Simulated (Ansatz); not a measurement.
Gas-phase electronic energies from Ansatz, PBE0-D4/def2-TZVP geometries. CCSD(T)/CBS is the MP2 limit (def2-TZVPP, def2-QZVPP) plus CCSD(T) − MP2 in def2-TZVPP, frozen cores. This one scheme is used for every species. Functionals use def2-TZVPP. Each species was taken in one conformer, which may not be the lowest.

Consider the formal exchange of groups at the Si–B bond: `COB([SiH3])Cl` + `C=C(O)SS` → `C=C([SiH3])SS` + `COB(O)Cl`.

Problem. Is it downhill or uphill in electronic energy at CCSD(T)/CBS, and by how much? (Estimate.)

Solution. The calculation gave: Downhill: ΔE = -2.07 eV.

Problem. What do these levels give: r2SCAN-D4, PBE0-D4, r2SCAN, CCSD(T)/def2-TZVPP, SCS-MP2/def2-QZVPP, MP2/CBS(def2)? (Estimate.)

Solution. The calculation gave: r2SCAN-D4 -1.92, PBE0-D4 -1.88, r2SCAN -1.91, CCSD(T)/def2-TZVPP -2.06, SCS-MP2/def2-QZVPP -2.15, MP2/CBS(def2) -2.17 eV.

Largest T1 diagnostic among the species: 0.013.

The D4 term adds −0.06 eV with B3LYP and −0.03 eV with PBE0; it sums over pairs of atoms, weighted by their polarisabilities, and B3LYP, whose exchange is more repulsive, gets the larger term. From PBE to PBE0 (25 % exact exchange), in def2-TZVPP and without D4, ΔE moves by −0.15 eV. In def2-TZVPP, CCSD(T) changes the Hartree–Fock value by +0.17 eV (the triples alone add +0.04 eV) and MP2 by +0.07 eV.

B3LYP here is the variant with VWN-RPA as its local correlation; programs differ in this.
